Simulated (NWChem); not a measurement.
System: MgH2; SMILES [MgH2]

```xyz
3

Mg     0.0000     0.0000     0.0000
H      0.0000     0.0000    -1.7053
H      0.0000     0.0000     1.7053
```
Atoms are numbered in this order, from 1.

Structure relaxed at the PBE0/def2-SVP level.

### Question
List the 4 lowest vertical singlet excitations from B3LYP/def2-SVPD, TDA (NWChem).

### Answer
```json
[
 {"state": "S1", "energy (eV)": "5.16", "oscillator strength": "0.000", "leading excitation (squared amplitude)": "HOMO → LUMO (0.99)"},
 {"state": "S2", "energy (eV)": "5.16", "oscillator strength": "0.000", "leading excitation (squared amplitude)": "HOMO → LUMO+1 (0.99)"},
 {"state": "S3", "energy (eV)": "6.85", "oscillator strength": "0.344", "leading excitation (squared amplitude)": "HOMO−1 → LUMO (0.98)"},
 {"state": "S4", "energy (eV)": "6.85", "oscillator strength": "0.344", "leading excitation (squared amplitude)": "HOMO−1 → LUMO+1 (0.98)"}
]
```
